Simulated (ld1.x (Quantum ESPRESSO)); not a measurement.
## Configuration tests for W (TM)

ld1.x (Quantum ESPRESSO) 7.5 input, shortened:

```
&input
   title='W', zed=74., rel=2, dft='PBESOL', iswitch=3,
   config='[Xe] 4f14 5d5 6s1 6p0', rel_dist='average'
 /
 &inputp
   pseudotype=2, tm=.true., lloc=-1, rcloc=2.05,
   nlcc=.true.
 /
3
6S  1  0   1.00   0.00  2.85  2.85  0.0
6P  2  1   0.00   0.00  3.95  3.95  0.0
5D  3  2   5.00   0.00  1.50  1.50  0.0
 &test
   configts(1)='5d5 6s1 6p0'
 /
```

Open shells are filled in proportion to 2j + 1 (rel_dist='average').

Energies are relative to the spin-unpolarised reference configuration 5d5 6s1 6p0; without spin polarisation the order of configurations can differ from experiment. Not all tests gave a result: 2 of 7 tests not solved or not reliable. Left out of the table: 5d4 6s1 6p1 (solver errors, printed error -971 meV); 5d4 6s0 6p1 (solver errors, printed error -1.1 eV).

```csv
valence configuration,charge,ΔE all-electron (eV),error AE − PS (meV)
5d4 6s1 6p0,+1,7.393,-26
5d4 6s0 6p0,+2,23.090,-39
5d3 6s0 6p0,+3,48.485,-271
5d4 6s1.5 6p0,+0.5,2.118,-33
```

(1) What are ΔE and the potential's error for 5d4 6s2 6p0?

Note: ghost state, extra bound levels that the all-electron valence spectrum of the same l lacks: s at -34.0 eV. A true bound ghost makes a file unfit for plane-wave use.

Results:

(1) ΔE = -1.537 eV all-electron; the error (AE − PS) is -46 meV.

These tests converged, but a pseudo level misses the all-electron one widely, so the file describes the atom poorly there or has found another state: 5d3 6s0 6p0: empty 6p by 3.3 eV (a node warning on the way).
